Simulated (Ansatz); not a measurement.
A nudged elastic band was laid between two geometries of CH5FSi + H2S (11 atoms, charge 0, multiplicity 1).

Computed with RKS revPBE-D4/def2-SVP (Ansatz 0.2.0).

```json
{
  "movable images": "7",
  "climbing image": "yes",
  "spring": "5.0 eV/Å²",
  "optimiser": "quadratic models (default)",
  "start path": "through a guess of the saddle point",
  "force threshold": "0.05 eV/Å",
  "iteration limit": "60",
  "end points": "relaxed"
}
```

Image 0:

```xyz
11
Properties=species:S:1:pos:R:3
Si -0.395 -0.236 -1.101
F 1.039 0.574 -1.323
H -0.704 -0.915 -2.408
H -1.449 0.797 -0.809
C -0.206 -1.471 0.294
H 1.411 1.702 0.561
S 0.922 2.011 1.794
H 0.014 -0.943 1.243
H -1.144 -2.051 0.420
H 0.616 -2.185 0.082
H -0.104 2.717 1.246
```

Image 8:

```xyz
11
Properties=species:S:1:pos:R:3
Si -0.872 0.222 -0.258
F 2.328 0.285 -0.737
H -0.567 0.486 -1.703
H -2.352 0.383 -0.040
C -0.230 -1.437 0.350
H 1.881 0.874 -0.134
S 0.188 1.717 0.968
H -0.442 -1.574 1.429
H -0.702 -2.270 -0.210
H 0.864 -1.460 0.181
H -0.095 2.774 0.153
```

What changes between the two ends?

Bonds broken: Si1–F2, H6–S7. Bonds formed: Si1–S7, F2–H6. CH5FSi + H2S becomes CH6SSi + FH.

What energy profile does the band end with?

The run converged. The highest image is number 4 of 0 to 8, 34.3 kcal/mol above the first end and 22.8 kcal/mol above the last; the last end lies 11.5 kcal/mol above the first. A vibrational analysis at the climbing image gives one clearly imaginary mode, 531i cm⁻¹: a first-order saddle point. The orbitals stay closed-shell, which can raise the energy where a bond breaks towards radicals; this wasn't checked here.

```csv
image,path coordinate (Å),energy (kcal/mol),Si1–F2 (Å),H6–S7 (Å),Si1–S7 (Å)
0,0.00,0.0,1.66,1.36,3.89
1,0.66,0.4,1.66,1.36,3.75
2,1.32,3.0,1.67,1.36,3.42
3,1.98,16.7,1.73,1.39,2.93
4,2.64,34.3,2.00,1.62,2.51
5,3.12,26.1,2.37,1.85,2.33
6,3.60,16.3,2.77,2.01,2.24
7,4.08,12.2,3.09,2.15,2.21
8,4.56,11.5,3.24,2.19,2.20
```

What is the geometry of the highest image?


```xyz
11
Properties=species:S:1:pos:R:3
Si -0.449 0.130 -0.535
F 1.455 0.553 -0.960
H -0.533 -0.027 -2.034
H -1.820 0.698 -0.233
C -0.194 -1.503 0.364
H 1.448 1.189 0.018
S 0.464 1.681 1.209
H -0.358 -1.394 1.454
H -0.919 -2.248 -0.026
H 0.829 -1.891 0.190
H 0.077 2.811 0.552
```

What are the harmonic wavenumbers there?

531i, 59, 131, 183, 319, 330, 423, 449, 545, 664, 697, 760, 818, 865, 1017, 1073, 1083, 1221, 1351, 1386, 1397, 2093, 2134, 2619, 2981, 3078, 3096 cm⁻¹.

The run took 2.5 min on 2 threads of Intel(R) Xeon(R) Platinum 8488C (Sapphire Rapids), with other jobs on the host, peak memory 0.17 GiB.
